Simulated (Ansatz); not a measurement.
Geometry optimisation, Ansatz 0.2.0, UHF/def2-SVP.

The input (input.yaml):

```yaml
crystal:
  periodic: [false, false, false]
  atoms:
    - { symbol: Hf, position_ang: [0.003717, 0.004977, -0.072026] }
    - { symbol: Cl, position_ang: [-0.003212, -0.00533, 2.398364] }
    - { symbol: Cl, position_ang: [2.208198, -0.000659, -0.875758] }
    - { symbol: Cl, position_ang: [-1.103623, 1.911217, -0.875805] }
    - { symbol: Cl, position_ang: [-1.101557, -1.908678, -0.86519] }
    - { symbol: O, position_ang: [-0.005907, -0.008698, 5.200959] }
    - { symbol: H, position_ang: [-0.509416, -0.79393, 4.998956] }
magnetization:
  spin_polarized: true
  initial_magnetization: 1
basis:
  gaussian: { orbitals: def2-SVP }
hamiltonian:
  xc: hf
relax:
  f_tol: 0.03
  max_steps: 50
output:
  orbitals: {}
```

Launched with:

```bash
$ ansatz run input.yaml --threads 4 --pin off --max-ram 5120MiB --backend cpu --events-out ev --progress --plain --runs-dir out
```

Task: Where does it end, and by what steps?

Result: It converged. The force dipped under the threshold on the way, but the program's further checks kept it going. After 20 steps the energy has fallen by 0.200 eV; O6 moved furthest, 0.91 Å.

```csv
step,energy less start (eV),largest force component (eV/Å),accepted
0,0.0000,1.859,yes
1,-0.0602,2.044,yes
2,-0.1726,0.434,yes
3,-0.1693,1.090,no
4,-0.1821,0.123,yes
5,-0.1376,1.547,no
6,-0.1846,0.092,yes
7,-0.1866,0.115,yes
8,-0.1894,0.097,yes
9,-0.1869,0.702,no
10,-0.1914,0.063,yes
11,-0.1934,0.075,yes
12,-0.1904,0.744,no
13,-0.1949,0.044,yes
14,-0.1960,0.167,yes
15,-0.1966,0.361,yes
16,-0.1995,0.013,yes
17,-0.1973,0.566,no
18,-0.1999,0.112,yes
19,-0.1997,0.264,no
20,-0.2002,0.017,yes
```

```xyz
7
Properties=species:S:1:pos:R:3
Hf -0.010 -0.017 -0.236
Cl -0.043 -0.066 2.127
Cl 2.217 -0.001 -0.985
Cl -1.108 1.919 -0.990
Cl -1.109 -1.921 -1.068
O -0.233 -0.363 6.008
H -0.226 -0.352 5.053
```

Whether the end is a true minimum wasn't checked by a vibrational analysis.

The run took 2.6 min on 4 threads of Arm Neoverse V1 (shared host), peak memory 0.71 GiB.
